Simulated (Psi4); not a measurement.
Psi4 input (wB97X-D/6-311+G**):

```
memory 1500 MB

molecule {
0 2
C     1.37220900    0.05692000    0.27367700
C    -0.09950900   -0.02585400    0.32379300
F    -0.66707600    1.09109800   -0.23801800
F    -0.54759400   -1.11787300   -0.37767500
H     1.85314700    1.01834500    0.36869200
H     1.95428900   -0.85154700    0.25047200
H    -0.51160800   -0.11221800    1.33725200
symmetry c1
no_reorient
no_com
}

set {
  basis 6-311+G**
  reference uks
  scf_type pk
  dft_radial_points 99
  dft_spherical_points 590
  e_convergence 1e-8
  d_convergence 1e-7
  maxiter 150
}

e = energy('wb97x-d')
print_out(f'\nFINAL {e:.10f} DIPOLE {variable("CURRENT DIPOLE")[0]:.6f} {variable("CURRENT DIPOLE")[1]:.6f} {variable("CURRENT DIPOLE")[2]:.6f}\n')
```

From the output:

```
      53A      1.278539    54A      1.356823    55A      1.420519
      56A      1.452265    57A      1.469688    58A      1.508159
      59A      1.508378    60A      1.510000    61A      1.561176
      62A      1.604705    63A      1.661387    64A      1.750524
      65A      1.755408    66A      1.815408    67A      1.858316
      68A      1.943036    69A      1.992041    70A      2.036488
      71A      2.072744    72A      2.171008    73A      2.171371
      74A      2.264925    75A      2.513862    76A      2.596178
      77A      2.659469    78A      2.684002    79A      2.718081
      80A      2.768859    81A      2.902729    82A      3.060387
      83A      3.086100    84A      3.416848    85A      3.766180
      86A      3.827491    87A      3.868106    88A      3.874247
      89A      3.900722    90A      3.949431    91A      3.969693
      92A      4.144539    93A      4.218481    94A      4.341476
      95A      4.833686    96A      4.972161    97A      6.392589
      98A      6.417717    99A      6.458619   100A      6.464413
     101A      6.649614   102A      6.805129   103A     23.788587
     104A     23.992443   105A     66.895343   106A     66.931795

    Final Occupation by Irrep:
              A
    DOCC [    16 ]
    SOCC [     1 ]
    NA   [    17 ]
    NB   [    16 ]

  @UKS Final Energy:  -277.63791633013346

   => Energetics <=

    Nuclear Repulsion Energy =            123.3870351293382868
    One-Electron Energy =                -627.7952305477493837
    Two-Electron Energy =                 249.7686928648354012
    DFT Exchange-Correlation Energy =     -22.9970553834139224
    Empirical Dispersion Energy =          -0.0013583931438398
    VV10 Nonlocal Energy =                  0.0000000000000000
    Total Energy =                       -277.6379163301334643

  UHF NO Occupations:
  HONO-2 :   15  A 1.9996846
  HONO-1 :   16  A 1.9987852
  HONO-0 :   17  A 1.0000000
  LUNO+0 :   18  A 0.0012148
  LUNO+1 :   19  A 0.0003154
  LUNO+2 :   20  A 0.0002672
  LUNO+3 :   21  A 0.0001793

Computation Completed

Properties will be evaluated at   0.000000,   0.000000,   0.000000 [a0]

Properties computed using the SCF density matrix

 Multipole Moments:

 ------------------------------------------------------------------------------------
     Multipole            Electronic (a.u.)      Nuclear  (a.u.)        Total (a.u.)
 ------------------------------------------------------------------------------------

 L = 1.  Multiply by 2.5417464519 to convert [e a0] to [Debye]
 Dipole X            :          0.6917685           -0.0000038            0.6917647
 Dipole Y            :         -0.0071050            0.0000019           -0.0071031
 Dipole Z            :          0.7041625           -0.0000019            0.7041606
 Magnitude           :                                                    0.9871327

 ------------------------------------------------------------------------------------

FINAL -277.6379163301 DIPOLE 0.691765 -0.007103 0.704161

*** Psi4 exiting successfully. Buy a developer a beer!
```

The geometry given is a B3LYP-D3(BJ)/def2-TZVP minimum.
